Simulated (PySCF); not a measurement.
Precursor series Mo F-OH. Isolated molecules, 0 K electronic values unless said otherwise. One relaxed conformer stands for each flexible species; it need not be the lowest.

Calculation: TPSSh-D3(BJ)/def2-TZVP // TPSS-D3(BJ)/def2-SVP in PySCF 2.14.0. All candidates: neutral, multiplicity 1. 

LUMO: -5.49 eV
HOMO: -10.47 eV
HOMO–LUMO gap: 4.98 eV

Problem. Say which member has these values.
A. [Mo(F)5(OH)]
B. [Mo(F)6]
C. [Mo(F)(OH)5]
D. [Mo(OH)6]

Solution. A, [Mo(F)5(OH)]. The others give [Mo(F)(OH)5]: -3.97 eV, -8.17 eV, 4.20 eV; [Mo(F)6]: -6.21 eV, -11.66 eV, 5.46 eV; [Mo(OH)6]: -3.99 eV, -7.90 eV, 3.92 eV
